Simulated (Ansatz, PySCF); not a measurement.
Energy difference R1 + 0.5 R2 → P1, each structure at its B3LYP-D3(BJ)/def2-TZVP stationary point, reached from a drawn start (curvature not checked).
R1, OTi (SMILES [O]=[Ti]) (charge 0, multiplicity 3, Z-matrix in Å and degrees):
```
Ti
O 1 1.6125
```
P1, O2Ti (SMILES [O]=[Ti]=[O]) (charge 0, multiplicity 1):
| atom | x (Å) | y (Å) | z (Å) |
|---|---|---|---|
| Ti | 0.0041 | 0.0055 | -0.6121 |
| O | 1.3578 | -0.0063 | 0.3152 |
| O | -1.3620 | 0.0008 | 0.2969 |
R2, O2 (SMILES O=O) (charge 0, multiplicity 3):
```xyz
2

O      0.000     0.000     0.602
O      0.000     0.000    -0.602
```

P less R. No zero-point or thermal terms; singlets are restricted closed shells; open shells are unrestricted; no spin–orbit coupling. The spin states of the d-block species are the ones drawn and need not be the lowest.

Run with Ansatz (Gaussian basis) for Hartree–Fock, density functionals and correlated methods; PySCF for M06-2X and the D3/D4 terms. No computed number here is a measurement.

### Question
One of these levels gives -329.7 kJ/mol for the reaction energy. Name it.
A. BHLYP-D3(BJ)/def2-TZVPP
B. B97M-V/def2-TZVPP
C. M06-2X/def2-TZVPP
D. PBE-D4/def2-TZVPP

### Answer
B, B97M-V/def2-TZVPP. The others give -364.9 (PBE-D4/def2-TZVPP), -251.3 (BHLYP-D3(BJ)/def2-TZVPP), -285.1 (M06-2X/def2-TZVPP)

Ansatz is a first-principles code.
